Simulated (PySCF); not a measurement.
Compound: C₇H₈O₂Si.
Atom-mapped SMILES: `[CH2:1]=[C:2]([CH:3]=[O:4])[SiH2:5][c:6]1[cH:7][cH:8][cH:9][o:10]1`

Geometry (GFN2-xTB, Å), atoms numbered from 1 in this order:
```xyz
18
C7H8O2Si angstrom
C     -1.8216    0.2825   -1.6331
C     -1.9182   -0.1259   -0.3687
C     -3.2226   -0.4000    0.2264
O     -3.3540   -0.7690    1.3674
Si    -0.5011   -0.4328    0.8583
C      1.1100   -0.0453   -0.0200
C      2.1620    0.7758    0.2846
C      3.1203    0.6163   -0.7405
C      2.5885   -0.2959   -1.6000
O      1.3830   -0.6987   -1.1774
H     -2.6940    0.4245   -2.2564
H     -0.8692    0.4856   -2.0936
H     -4.1013   -0.2514   -0.4322
H     -0.5269   -1.8432    1.2508
H     -0.6259    0.4826    1.9923
H      2.2340    1.4148    1.1405
H      4.0687    1.1066   -0.8266
H      2.9596   -0.7202   -2.5128
```

Probes without a nucleus sit at each ring's centroid and 1 Å off its mean plane on both sides; NICS is minus the shielding there, NICSzz its component along the normal. Level: GIAO PBE0/pcSseg-1 (PySCF, non-relativistic, gas phase) on the GFN2-xTB geometry, one conformer.

Ring bond lengths (Å), with Mayer bond orders in brackets: C6–C7 1.369 (1.56), C7–C8 1.412 (1.27), C8–C9 1.362 (1.59), C9–O10 1.339 (1.10), O10–C6 1.357 (1.00).

Give the NICS values of each ring in ppm.

```json
{"ring": "C6–C7–C8–C9–O10", "type": "5-membered ring with O; formal bonds all aromatic", "NICS(0)": "-11.5", "NICS(1), two faces": "-10.7 / -10.5", "NICS(1)zz, two faces": "-28.3 / -27.8", "rms pucker (Å)": "0.00", "centre to ring atoms, mean (Å)": "1.16"}
```

What can be read from them?

- C6–C7–C8–C9–O10: mean NICS(1)zz -28.1 ppm, shielded. For a flat ring without four-coordinate atoms the NICS criterion counts such a value as aromatic.

What does the geometric index give? Use HOMA with the parameters of Krygowski (1993).

- C6–C7–C8–C9–O10: HOMA 0.48; the largest term is that of O10–C6, α(R − Ropt)² = 1.33.
